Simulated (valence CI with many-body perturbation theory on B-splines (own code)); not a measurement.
The numbers below are computed, except where a source is named.
A CI+MBPT run for Ni¹⁵⁺

The program does CI of the valence electrons with many-body perturbation theory for a frozen closed Dirac-Fock core.

Command, and the settings that its task file holds:

```sh
python run_cv.py task.json out
```

```
atom Ni  Z=28  mass_number=58  rms_radius_fm=3.7757
core [Ne]
valence 3s2 4p1
avg = 1
basis = S
breit = 1
cap = 10000
capref = 1200
cscale = 1
de = 0.0
dress = 0
eps = 2e-08
extrap = 1
h = 0.27
hh = 1
l2 = 3
lcore = 6
maxit = 60
n2 = 5
natural = 1
nlev = 21
nno = [3, 3, 3, 2, 1]
nroot = 26
nsp = [3, 3, 2, 1, 0]
pt2 = 1
qed = 1
rpa = 1
s1 = 1
s2 = 1
s3 = 1
screen = 1
tol = 2e-05
whole = 1
```

(1) What became of the run, and why?

## Answers

(1) It gave no result: the start configuration must fill the lowest shells above the core. The program said: "4p is not the lowest shell of its kind above the core".
